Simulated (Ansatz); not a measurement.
Reactions of dimethyl ether (`COC`).

Computed with Ansatz on PBE0-D4/def2-TZVP structures; ΔE is electronic, products minus reactants. CCSD(T)/CBS adds triple-zeta CCSD(T) − MP2 to the extrapolated MP2 energy (def2 sets, frozen cores). This one scheme is used for every species. DFT in def2-TZVPP. For Ge outer-core shells are correlated without core-valence functions, which leaves a few kJ/mol of doubt a bond. Scalar relativity is left out up to krypton. One conformer a species, not always the lowest.

```
                                                    reaction  r2SCAN-D4 (kJ/mol)  CCSD(T)/CBS(def2) (kJ/mol)
           dimethyl ether + `CC1=CB1` → `CC1=C(C)B1` + CH₃OH                 -57                         -59
                 dimethyl ether + `NBOCF` → `CNBOCF` + CH₃OH                   3                          -2
dimethyl ether + `[SH][GeH2][Cl]` → `C[S][GeH2][Cl]` + CH₃OH                 -27                         -32
   dimethyl ether + `OB([SiH3])Cl` → `COB([SiH3])Cl` + CH₃OH                  14                          11
```

Largest T1 diagnostic: 0.013, for `COB([SiH3])Cl`.
